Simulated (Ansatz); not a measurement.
CH4BNO (`OB1CN1`). The species carries charge 0 and has multiplicity 1.

Cartesian coordinates in Å:
```
O 1.839 0.560 -0.285
B 0.606 0.092 -0.004
C -0.933 0.167 0.087
N -0.078 -1.025 0.366
H 1.845 1.499 -0.479
H -1.484 0.555 0.942
H -1.524 0.148 -0.830
H -0.270 -1.995 0.201
```

Task: What are the harmonic wavenumbers in cm⁻¹ at PBE0-D4/def2-TZVP (Ansatz, finite differences of forces, unscaled)? (Best estimate.)

Result: Computed: 245, 385, 461, 505, 715, 901, 925, 994, 1012, 1093, 1134, 1248, 1486, 1718, 3067, 3137, 3685, 3905.

Task: Is this a minimum?

Result: Yes, all 18 modes are real.

Task: Give the ideal-gas thermochemistry at 298.15 K and 1 bar (rigid rotor, harmonic oscillator; point group C1, symmetry number 1).

Result: Zero-point energy 159.2 kJ/mol; H(298) − E = 173.4 kJ/mol; entropy 279.2 J/(mol·K), of which translation 159.2, rotation 98.6, vibration 21.4; G(298) − E = 90.2 kJ/mol.

Task: And at 400, 500, 600, 800 and 1000 K?

Result: 
```csv
T (K),H − E (kJ/mol),S (J/mol/K),G − E (kJ/mol)
400,181.6,302.6,60.5
500,191.1,323.8,29.2
600,201.8,343.4,-4.2
800,225.9,377.9,-76.4
1000,252.6,407.6,-155.0
```

Task: Rotational constants (cm⁻¹)?

Result: 0.7847, 0.2104, 0.1722.
